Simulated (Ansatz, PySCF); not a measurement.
Gas-phase reaction (SMILES): C=C[Si](C)(C)C=C + 8 [H][H] (H2) → 6 C (CH4) + [SiH4] (SiH4); energy of full hydrogenation.

Structures are relaxed separately at B3LYP-D3(BJ)/def2-TZVP in Ansatz (an electronic-structure program), one conformer each, not searched for the lowest. Correlated levels leave the core frozen unless marked. No spin-orbit coupling. No relativistic terms. CBS marks a two-point X^-3 extrapolation of the correlation energy; Hartree-Fock from the larger set. The bracket is a focal-point correction in the basis named. Thermal terms are rigid-rotor harmonic-oscillator values from B3LYP-D3(BJ) frequencies (Ansatz or PySCF) at 298.15 K and 1 atm. 1 Eh = 627.5095 kcal/mol.

```tsv
species	E, RI-MP2/CBS(aug-cc-pV(T+d)Z,aug-cc-pV(Q+d)Z)+[CCSD(T)-MP2]/aug-cc-pV(T+d)Z (Ansatz) (Eh)	E, wB97X-V/def2-TZVPD (Ansatz) (Eh)	H - E (Eh)
C=C[Si](C)(C)C=C	-524.61195	-525.32312	0.17065
[H][H] (H2)	-1.17524	-1.17238	0.01336
C (CH4)	-40.46129	-40.51531	0.04840
[SiH4] (SiH4)	-291.46108	-291.83995	0.03520
```

Problem. Work out ΔE and ΔH at 298.15 K at the first level, then ΔH at the second.

Solution. 
1. ΔE = [6×(-40.46129) + (-291.46108)] - [(-524.61195) + 8×(-1.17524)] = -0.21495 Eh = -134.9 kcal/mol at RI-MP2/CBS(aug-cc-pV(T+d)Z,aug-cc-pV(Q+d)Z)+[CCSD(T)-MP2]/aug-cc-pV(T+d)Z.
2. The terms H - E add up to 0.04807 Eh, so ΔH = (-0.21495 + (0.04807))×627.5095 = -104.7 kcal/mol.
3. At wB97X-V/def2-TZVPD the same steps give ΔE = -144.1 and ΔH = -113.9 kcal/mol, a shift of -9.2 from the first level.
4. These values are not checked against measurement here, since the tables used lack a sound gas-phase enthalpy of formation for at least one species.
